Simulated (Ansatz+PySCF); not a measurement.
Results of a calculation; reference values are marked as such.
## Several solutions for singlet HBr

```yaml
atoms:
  - { symbol: H, position_ang: [0.0000, 0.0000, -1.3826] }
  - { symbol: Br, position_ang: [0.0000, 0.0000, 0.0395] }
```

Basis set: def2-SVP (spherical functions). Charge 0, multiplicity 1.

CASSCF(2,2) was run from several starts with Ansatz (development build ahead of 0.2.0) and PySCF 2.14.0. The starts are those of the Hartree–Fock orbitals from which the active space was taken at the frontier.

```csv
run,program,start,converged,energy (hartree),<S²>
A,PySCF,program defaults,yes,-2572.69190,0.00
B,Ansatz,stability test followed,yes,-2572.69190,0.00
C,Ansatz,search for the lowest state,yes,-2572.70188,0.00
D,Ansatz,"atomic start, no search",yes,-2572.69190,0.00
```

(1) Which runs reached the lowest solution of this kind, and what is wrong with the others?

## Answers

(1) C reached the lowest solution found. Converged but too high: A by 0.27 eV, B by 0.27 eV, D by 0.27 eV. Convergence only shows a stationary point; in CASSCF the end hangs on which orbitals enter the active space. Caution: other starts end on other solutions of this active space.
